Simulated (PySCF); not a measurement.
Species: C₇H₅NO₂.
InChI=1S/C7H5NO2/c1-8-5-3-2-4-6(9)7(5)10/h2-4H,1H2

Method: TDDFT CAM-B3LYP/def2-SVPD, vertical, gas phase, core orbitals frozen in the response (PySCF). Isolated species at its GFN2-xTB geometry (one conformer only). Torsions of this conformer, `[CH2:1]=[N:2][C:3]1=[CH:4][CH:5]=[CH:6][C:7](=[O:8])[C:9]1=[O:10]`: C1–N2–C3–C4 -138°.

Broadening: Gaussians 0.3 eV wide at half height, area fixed by f = 4.319×10⁻⁹ ∫ε dν̃. The width is an assumption, not a result. The curve ends short of the highest state used, and states not computed would add to its high-energy end.

```
E (eV)  ε (L mol⁻¹ cm⁻¹)
  1.61                 3
  1.72                50
  1.82               307
  1.92              1015
  2.02              1840
  2.13              2014
  2.23              2353
  2.33              3993
  2.43              5059
  2.54              3384
  2.64              1235
  2.74               244
  2.85                20
  2.95                 1
  3.05                 0
  3.15                 0
  3.26                 2
  3.36                13
  3.46                50
  3.56               112
  3.67               253
  3.77               767
  3.87              1848
  3.97              2554
  4.08              1803
  4.18               689
  4.28               147
  4.38                56
  4.49               186
  4.59               388
  4.69               438
  4.79               267
  4.90                77
  5.00                25
  5.10               103
  5.20               466
```

Task: Locate the maxima and give the states behind the curve.

Result: 592 nm (2.09 eV), ε about 2000, made up of S1 (92%) (hardly more than a shoulder); 512 nm (2.42 eV), ε about 5100, made up of S2 (99%); 312 nm (3.97 eV), ε about 2600, made up of S4 (100%); 266 nm (4.66 eV), ε about 450, made up of S5 (100%) (ε in L mol⁻¹ cm⁻¹; maxima over ε = 5, shares over 10%). At its high-energy end, 5.20 eV, the curve is still rising (ε about 470, from S6). The states used: S1 2.06 eV (f 0.021); S2 2.43 eV (f 0.056); S3 3.62 eV (f 0.0012); S4 3.97 eV (f 0.028); S5 4.66 eV (f 0.0050); S6 5.39 eV (f 0.015); S7 5.59 eV (f 0.036); S8 5.80 eV (f 0.114).

Task: What would ε be at 2.42 eV, the highest of these maxima, with half the width (0.15 eV)?

Result: About 10000 L mol⁻¹ cm⁻¹ against 5060, a factor of about 1.98; a lone state at its own centre would give exactly 2.

Task: Does any computed singlet lie in the visible range?

Result: 2 computed singlets (S1 to S2) lie in the visible range (380 to 750 nm), the largest f among them at 511 nm, f = 0.056; light of that wavelength is green, and its complementary colour is purple; a Tamm–Dancoff triplet lies at 705 nm, without intensity as long as spin–orbit coupling is left out.

Task: On this curve, what absorbance would a 10⁻⁴ mol/L sample give at 450 nm over a 1 cm path?

Result: 450 nm is 2.755 eV, where ε is about 180 L mol⁻¹ cm⁻¹, so A = ε c l ≈ 0.018 (Beer–Lambert, with the gas-phase spectrum and the assumed width).

Time: 69 s; peak memory 1.2 GiB. Hardware: one thread of an Arm Neoverse V2, shared host with 96 logical CPUs at a one-minute load of 34.
